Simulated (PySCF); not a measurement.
**Dipole response of Co (cobalt, neutral)**

[Ar] 3d7 4s2, high-spin 4F determinant. Calculation: PySCF 2.14, in aug-cc-pVQZ (9s8p6d4f3g2h, 140 functions); the non-relativistic Hamiltonian (point nucleus). Coupled (time-dependent) response in atomic units; α is the mean over directions.

| method | mean α (bohr³) | C₆ (like pair) | S(−4) |
| --- | --- | --- | --- |
| r2SCANh | 57.39 | 519.4 | 1601 |

S(−4) is the Cauchy moment in α(ω) = α(0) + S(−4) ω² + …

Reference α: 55 ± 4 bohr³ (recommended; Schwerdtfeger and Nagle, table of static dipole polarizabilities (2023 update)). Published C₆: 408.0 (Chu and Dalgarno (2004); Tang, Norbeck and Certain (1976)).

α(iu) at r2SCANh:

```json
{"u (hartree)": "0", "α(iu) (bohr³)": "57.39"}
{"u (hartree)": "0.0500", "α(iu) (bohr³)": "53.72"}
{"u (hartree)": "0.100", "α(iu) (bohr³)": "45.43"}
{"u (hartree)": "0.200", "α(iu) (bohr³)": "29.08"}
{"u (hartree)": "0.300", "α(iu) (bohr³)": "19.00"}
{"u (hartree)": "0.500", "α(iu) (bohr³)": "9.931"}
{"u (hartree)": "0.750", "α(iu) (bohr³)": "5.767"}
{"u (hartree)": "1.00", "α(iu) (bohr³)": "3.931"}
{"u (hartree)": "1.50", "α(iu) (bohr³)": "2.305"}
{"u (hartree)": "2.00", "α(iu) (bohr³)": "1.577"}
{"u (hartree)": "3.00", "α(iu) (bohr³)": "0.9088"}
{"u (hartree)": "5.00", "α(iu) (bohr³)": "0.4322"}
```

A single London oscillator, α(iu) = α/(1 + u²/ω²), gives C₆ = (3/4) ω α². Matching the computed C₆ needs ω = 4 × 519.4 / (3 × 57.39²) = 0.210 hartree.
